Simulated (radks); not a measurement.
Values are calculated unless marked as measured or tabulated.
Effect of the nuclear size on the zinc ion Zn2+, [Ar] 3d10. Level of theory: Dirac Kohn-Sham, exchange-only LDA, spin-unpolarised, spherical densities, finite nucleus; Fermi nuclear charge, rms radius 3.9283 fm (a radial shooting solver on a logarithmic mesh with Libxc functionals). The rms radius is varied about that value; shifts are against it.

rms radius (fm)	total energy shift (eV)	density at nucleus (e/bohr^3)	1s1/2 shift (meV)	2s1/2 shift (meV)	3s1/2 shift (meV)
3.3194	-0.0667	2.517e+04	-28.4	-2.72	-0.413
3.6533	-0.0314	2.503e+04	-13.4	-1.28	-0.195
3.9283	0	2.493e+04	0.000	0.000	0.000
4.2858	0.0441	2.481e+04	18.8	1.80	0.273
4.439	0.0641	2.476e+04	27.3	2.62	0.397

Slopes of the eigenvalues against <r^2> in GHz/fm^2, as finite differences over the two radii next to the reference (eigenvalue slopes, not the field-shift constants of lines): 1s1/2 1550, 2s1/2 148, 3s1/2 22.5.
